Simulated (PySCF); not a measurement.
Species: C5H11B.
Structure used (PBE0-D3(BJ)/def2-SVP), in Å, numbered top down from 1:
```xyz
17
C5H11B angstrom
B      2.5589   -0.0752   -0.3963
C      1.2124   -0.3215    0.3397
C     -0.0682    0.2709   -0.2601
C     -0.0486    1.7965   -0.1672
C     -1.2914   -0.2848    0.4094
C     -2.2584   -0.9786   -0.1917
H      2.5949    0.3361   -1.5367
H      3.6047   -0.3609    0.1437
H      1.1583   -1.4348    0.3328
H      1.2965   -0.0850    1.4173
H     -0.1075   -0.0090   -1.3277
H     -0.9447    2.2377   -0.6282
H      0.8372    2.2097   -0.6761
H     -0.0147    2.1255    0.8848
H     -1.3692   -0.0871    1.4882
H     -3.1233   -1.3548    0.3611
H     -2.2201   -1.1964   -1.2645
```

Computed with TDDFT PBE0/def2-SVPD, vertical, gas phase, core orbitals frozen in the response in PySCF 2.14.0, density-fitted response routines.

Ground-to-excited transition dipoles (e·a0, same axes as the geometry; the sign carries no meaning), for the states with f of 0.002 or more among the lowest 6:

```json
{"state": "S2", "E (eV)": "5.795", "μx": "0.122", "μy": "-0.033", "μz": "-0.032"}
{"state": "S3", "E (eV)": "6.023", "μx": "0.128", "μy": "-0.011", "μz": "-0.078"}
{"state": "S4", "E (eV)": "6.964", "μx": "0.134", "μy": "0.034", "μz": "-0.063"}
{"state": "S5", "E (eV)": "7.106", "μx": "0.160", "μy": "0.572", "μz": "0.018"}
{"state": "S6", "E (eV)": "7.382", "μx": "-1.345", "μy": "-0.549", "μz": "-0.359"}
```

**Question.** What oscillator strength does each state have?

**Answer.** f = (2/3) ΔE |μ|² with ΔE in hartree (27.2114 eV).

```json
{"state": "S2", "|μ|² (au)": "0.017", "|μ| (D)": "0.33", "f": "0.002"}
{"state": "S3", "|μ|² (au)": "0.023", "|μ| (D)": "0.38", "f": "0.003"}
{"state": "S4", "|μ|² (au)": "0.023", "|μ| (D)": "0.38", "f": "0.004"}
{"state": "S5", "|μ|² (au)": "0.354", "|μ| (D)": "1.51", "f": "0.062"}
{"state": "S6", "|μ|² (au)": "2.240", "|μ| (D)": "3.80", "f": "0.405"}
```

**Question.** Which bond between heavy atoms lies closest to the direction of the S6 transition dipole?

**Answer.** C5–C6, at 18° from it; next C3–C5 at 40°.

**Question.** What angle do the transition dipoles of S5 and S6 make?

**Answer.** |cos θ| = |μa·μb| / (|μa| |μb|) = 0.60, so θ ≈ 53° (taken between 0 and 90°, since the signs are arbitrary).

**Question.** How is the summed strength of these states shared among x, y and z?

**Answer.** (2/3) Σ ΔE μα² gives 0.339 for x, 0.112 for y and 0.025 for z, 0.476 in all.

**Question.** What peak molar absorption coefficient would the strongest computed level give as a lone Gaussian band 0.3 eV wide at half height?

**Answer.** ε(max) = 2.175×10⁸ f / FWHM, with the width in cm⁻¹. S6: 2.175×10⁸ × 0.4050 / 2420 ≈ 36000 L mol⁻¹ cm⁻¹.

The run took about 80 s of CPU time (one thread, shared machine).

One conformer stands for the species.
